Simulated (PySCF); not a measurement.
A structure optimised at PBE-D3(BJ)/def2-SVP, used in a PySCF frequency run:

```xyz
6

Sb     0.0240     1.1399     0.0000
H     -1.7118     1.1376     0.0000
Te    -0.0265    -0.5640    -2.2388
H      1.6219    -0.3081    -2.4628
Te    -0.0265    -0.5640     2.2388
H      1.6219    -0.3081     2.4628
```
Charge 0, spin multiplicity 1.

Task: Write its SMILES, formula and point group.

Result: [TeH][SbH][TeH], H3SbTe2, Cs

Task: What are its rotational constants (standard atomic weights)?

Result: 2.0269, 0.38882, 0.32983 GHz
